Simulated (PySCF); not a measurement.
4-amino-N-methylaniline (CNc1ccc(N)cc1, C₇H₁₀N₂)

Molfile (atoms numbered from 1):
```
C7H10N2
     RDKit          3D

 19 19  0  0  0  0  0  0  0  0999 V2000
   -2.9028    0.0457   -0.9603 C   0  0  0  0  0  0  0  0  0  0  0  0
   -2.1545   -0.1502    0.2458 N   0  0  0  0  0  0  0  0  0  0  0  0
   -0.7683   -0.0955    0.2518 C   0  0  0  0  0  0  0  0  0  0  0  0
   -0.0041   -0.1242   -0.9244 C   0  0  0  0  0  0  0  0  0  0  0  0
    1.3887   -0.1112   -0.8789 C   0  0  0  0  0  0  0  0  0  0  0  0
    2.0831   -0.0564    0.3347 C   0  0  0  0  0  0  0  0  0  0  0  0
    3.4740    0.0200    0.3757 N   0  0  0  0  0  0  0  0  0  0  0  0
    1.3174   -0.0170    1.5111 C   0  0  0  0  0  0  0  0  0  0  0  0
   -0.0691   -0.0398    1.4702 C   0  0  0  0  0  0  0  0  0  0  0  0
   -2.6841    1.0043   -1.4753 H   0  0  0  0  0  0  0  0  0  0  0  0
   -2.7092   -0.7658   -1.6820 H   0  0  0  0  0  0  0  0  0  0  0  0
   -3.9768    0.0193   -0.7292 H   0  0  0  0  0  0  0  0  0  0  0  0
   -2.5845    0.2188    1.0828 H   0  0  0  0  0  0  0  0  0  0  0  0
   -0.4951   -0.1611   -1.8981 H   0  0  0  0  0  0  0  0  0  0  0  0
    1.9502   -0.1339   -1.8175 H   0  0  0  0  0  0  0  0  0  0  0  0
    3.9397   -0.3708   -0.4344 H   0  0  0  0  0  0  0  0  0  0  0  0
    3.8882   -0.3235    1.2338 H   0  0  0  0  0  0  0  0  0  0  0  0
    1.8228    0.0343    2.4800 H   0  0  0  0  0  0  0  0  0  0  0  0
   -0.6318   -0.0197    2.4084 H   0  0  0  0  0  0  0  0  0  0  0  0
  1  2  1  0
  2  3  1  0
  3  4  1  0
  4  5  2  0
  5  6  1  0
  6  7  1  0
  6  8  2  0
  8  9  1  0
  9  3  2  0
  1 10  1  0
  1 11  1  0
  1 12  1  0
  2 13  1  0
  4 14  1  0
  5 15  1  0
  7 16  1  0
  7 17  1  0
  8 18  1  0
  9 19  1  0
M  END
```

Computed with PySCF, quadratic response CAM-B3LYP/aug-cc-pVDZ first hyperpolarisability, Taylor convention, gas phase. Geometry: PBE0-D3(BJ)/def2-SVP.

(1) Give the tensor of the second harmonic β(−2ω;ω,ω) at 1907 nm in the axes of these coordinates.

Answers

(1) In au, Taylor convention; rows are the first index (the induced dipole):
```csv
,xx,yy,zz,xy,xz,yz
x,-80.3,-2.2,+38.7,-17.8,+14.1,-29.6
y,-18.3,-41.2,-21.4,-2.8,-29.0,+55.9
z,+16.8,+56.3,+36.7,-28.9,+37.5,-21.0
```
Norm of βᵢ = ⅓ Σⱼ (βᵢⱼⱼ + βⱼᵢⱼ + βⱼⱼᵢ): 141.7 au, hyper-Rayleigh value 67.3 au.
